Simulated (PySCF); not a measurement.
Harmonic spectrum computed at PBE0 in the def2-TZVPD basis family (core potentials from Rb on, PySCF, no spin–orbit coupling):

| ω (cm⁻¹) | IR (km/mol, summed over degenerate members) | degeneracy |
| --- | --- | --- |
| 423 | 7.7 | 2 |
| 736 | 956 | 2 |
| 751 | 1005 | 1 |
| 934 | 0.0 | 2 |
| 1182 | 0.0 | 1 |
| 1316 | 1466 | 1 |
| 1670 | 1217 | 2 |
| 1709 | 0.0 | 1 |

Which molecule gave it? In each, all ligands are bound to the one heavy central atom.
A. TiH₅⁻ (singlet)
B. PbH₅⁻ (singlet)
C. TcH₅⁻ (quartet)
D. WH₅⁻ (triplet)
E. SnH₅⁻ (singlet)

E. It has D3h symmetry with Sn–H 1.767 Å (×3), Sn–H 1.876 Å (×2).
